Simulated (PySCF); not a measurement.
pent-4-en-1-ol (C5H10O), SMILES C=CCCCO.

Geometry optimised at B3LYP-D3(BJ)/def2-SVP. One conformer was computed; it need not be the lowest.

Vertical ionisation energy (IE) and electron affinity (EA) in eV. Rows of orbital energies are one-electron estimates. Where ΔSCF, EOM or ADC give a negative EA the extra electron is unbound and the value depends on the basis.

```json
[
 {"level": "−ε(HOMO), −ε(LUMO), HF/def2-TZVP (PySCF)", "IE": "…", "EA": "…"},
 {"level": "−ε(HOMO), −ε(LUMO), PBE/def2-TZVP (PySCF)", "IE": "6.13", "EA": "0.67"}
]
```

Complete the blanks. (Estimate from the structure and the level; the computed values follow.)


- −ε(HOMO), −ε(LUMO), HF/def2-TZVP (PySCF), IE: 9.65
- −ε(HOMO), −ε(LUMO), HF/def2-TZVP (PySCF), EA: -3.56
